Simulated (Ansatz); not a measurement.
Ansatz results at the PBE0-D4/def2-TZVP geometry: HOMO energy (ωB97M-V/def2-TZVPP) -10.27 eV; HOMO energy (B3LYP/def2-TZVPP) -7.76 eV; zero-point energy (PBE0-D4/def2-TZVP) 107.5 kJ/mol.

Each molecule was computed in one conformer, which needn't be the lowest.

(1) Which molecule gave them?
A. `OB(F)Br`
B. `NB(S)Cl`
C. `O=C=NBF`
D. `NBBr`

Answers

(1) D. The others give `OB(F)Br`: -11.08, -8.54, 59.8; `O=C=NBF`: -11.51, -9.03, 77.1; `NB(S)Cl`: -9.71, -7.27, 111.5.

B3LYP here is the variant with VWN-RPA as its local correlation; programs differ in this.
